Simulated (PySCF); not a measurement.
# Polarisability and C₆ of Fe²⁺ (iron, charge +2)

[Ar] 3d6, high-spin 5D determinant. Computed with PySCF 2.14 in ANO-RCC-VTZP (6s5p3d2f1g, 59 functions), with the spin-free X2C one-electron Hamiltonian (Gaussian nucleus). Coupled (time-dependent) response in atomic units; α is the mean over directions. The basis has no added diffuse functions, which lowers α and C₆.

| method | mean α (bohr³) | α xx, yy, zz | C₆ (like pair) | S(−4) |
| --- | --- | --- | --- | --- |
| LC-wPBE | 3.569 | 3.803, 3.803, 3.099 | 10.15 | 8.634 |

S(−4) is the Cauchy moment in α(ω) = α(0) + S(−4) ω² + …

α(iu) at LC-wPBE:

```csv
u (hartree),α(iu) (bohr³)
0,3.569
0.0500,3.547
0.100,3.486
0.200,3.277
0.300,3.016
0.500,2.533
0.750,2.099
1.00,1.796
1.50,1.371
2.00,1.071
3.00,0.6819
5.00,0.3309
```

For an ion, C₆ is the dispersion term alone; charge-induced terms of lower order in 1/R come first.

The components differ because the open shell of this determinant is not spherical; for a pure term their mean is the scalar polarisability.
